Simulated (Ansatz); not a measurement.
Consider the cleavage of the In–Si bond: `[CH3][In]([F])[SiH3]` + H–F → `[CH3][In]([F])[F]` + SiH₄.

Calculated with Ansatz (gas phase, PBE0-D4/def2-TZVP geometries, no zero-point term in ΔE). CCSD(T)/CBS is the MP2 limit (def2-TZVPP, def2-QZVPP) plus CCSD(T) − MP2 in def2-TZVPP, frozen cores. This one scheme is used for every species. Functionals use def2-TZVPP. Elements past krypton have def2 core potentials. For In outer-core shells are correlated without core-valence functions, which leaves a few kJ/mol of doubt a bond.

Task: Is it downhill or uphill in electronic energy at CCSD(T)/CBS, and by how much? (Estimate.)

Result: The calculation gave: Downhill: ΔE = -0.28 eV.

Task: What do these levels give: BLYP-D4, r2SCAN-D4, ωB97X-V, B2PLYP, revPBE, CCSD/def2-SVP? (An estimate is asked.)

Result: The calculation gave: BLYP-D4 -0.39, r2SCAN-D4 -0.33, ωB97X-V -0.38, B2PLYP -0.38, revPBE -0.28, CCSD/def2-SVP -0.44 eV.

Largest T1 diagnostic among the species: 0.016.

The D4 term adds +0.05 eV with B3LYP and +0.03 eV with PBE0; it sums over pairs of atoms, weighted by their polarisabilities, and B3LYP, whose exchange is more repulsive, gets the larger term. From r2SCAN to r2SCAN0 (25 % exact exchange), in def2-TZVPP and without D4, ΔE moves by +0.07 eV.

B3LYP here is the variant with VWN-RPA as its local correlation; programs differ in this.
